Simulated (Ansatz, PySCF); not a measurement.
Molecule: C3H4Cl (charge 0, doublet). It need not be the lowest isomer of its formula. 
Structure (B3LYP-D3(BJ)/def2-TZVP (Ansatz, a quantum-chemistry and plane-wave program) minimum search):
```xyz
8

C     -2.2223    -0.1171    -0.5726
C     -1.0925    -0.6213    -0.1600
C      0.2465    -0.2208    -0.6877
Cl     1.2830     0.4654     0.6362
H     -3.2770    -0.2325    -0.3841
H     -1.0858    -1.3896     0.6173
H      0.1649     0.5432    -1.4542
H      0.7968    -1.0767    -1.0725
```
Charge 0, spin multiplicity 2.

Quantity: atomisation energy (electronic, to ground-state atoms), in kcal/mol. Valence correlation only, unless marked. Open shells are spin-unrestricted. Spin-orbit coupling is left out. No relativistic terms. The coupled-cluster limit lacks core correlation, which all-electron functionals hold. CBS marks a two-point X^-3 extrapolation of the correlation energy; Hartree-Fock from the larger set. The bracket is a focal-point correction in the basis named.

The UHF reference is spin-contaminated (<S^2> 0.18 over the pure value in the largest basis). 

| level | program | atomisation energy (kcal/mol) |
|---|---|---|
| BLYP-D4/def2-TZVPD | Ansatz + dftd4 | 720.7 |
| BLYP/def2-TZVPD | Ansatz | 713.2 |
| B97M-V/def2-TZVPD | Ansatz | ___ |
| PBE0/STO-3G | Ansatz | 840.5 |
| PBE0/def2-TZVP | Ansatz | ___ |
| BHLYP-D3(BJ)/def2-TZVPD | Ansatz + dftd3 | 699.4 |
| BHLYP/def2-TZVPD | Ansatz | 694.6 |
| TPSSh-D3(BJ)/def2-TZVPD | PySCF + dftd3 | ___ |
| M06-2X/def2-TZVPD | PySCF | ___ |
| HSE06-D3(BJ)/def2-TZVPD | Ansatz + dftd3 | 730.7 |
| HSE06/def2-TZVPD | Ansatz | 728.4 |
| RPA@PBE/cc-pV(Q+d)Z | Ansatz | 671.0 |
| SCS-MP2/6-31G | Ansatz | 608.2 |
| CCSD/cc-pV(T+d)Z | Ansatz | 687.1 |
| RI-MP2/CBS(aug-cc-pV(T+d)Z,aug-cc-pV(Q+d)Z)+[CCSD(T)-MP2]/aug-cc-pV(T+d)Z | Ansatz | 718.0 |

**Question.** Complete the blanks.

**Answer.** 
- B97M-V/def2-TZVPD, atomisation energy (kcal/mol): 722.4
- PBE0/def2-TZVP, atomisation energy (kcal/mol): 727.2
- TPSSh-D3(BJ)/def2-TZVPD, atomisation energy (kcal/mol): 726.9
- M06-2X/def2-TZVPD, atomisation energy (kcal/mol): 720.2
